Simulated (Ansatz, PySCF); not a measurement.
System: PO, net charge 0, doublet state. SMILES: [O][P]
Geometry: optimised at B3LYP-D3(BJ)/def2-TZVP (Ansatz, a first-principles code).

Wanted: size of the dipole moment, in D. Conventions: no spin-orbit coupling; 6-311+G** with 5d, 6d on Na to Ar in Ansatz; six Cartesian d functions in 6-31G* and its kin unless marked 5d; non-relativistic; open shells spin-unrestricted. Ab initio and DFT rows: single points at B3LYP-D3(BJ) geometries (Ansatz).

| level | program | size of the dipole moment (D) |
|---|---|---|
| SVWN5/6-31G* | Ansatz | 1.73 |
| B3LYP/6-31G | Ansatz | 2.08 |
| B3LYP/6-31G* | Ansatz | 1.95 |
| B3LYP/6-31+G* | Ansatz | 2.22 |
| PBE0/6-311+G** | Ansatz | 2.26 |
| B3PW91/6-31G* (5d) | PySCF | 1.94 |

No value to compare with is used here. The 6 habitual levels span 1.73 (SVWN5/6-31G*) to 2.26 D (PBE0/6-311+G**).

The levels are drawn from those run, B3LYP/6-31G* more often than the rest, none by its result; left out are runs that failed, that the program found above a lower state of the same kind, or whose <S^2> lies over 0.5 above the pure value.
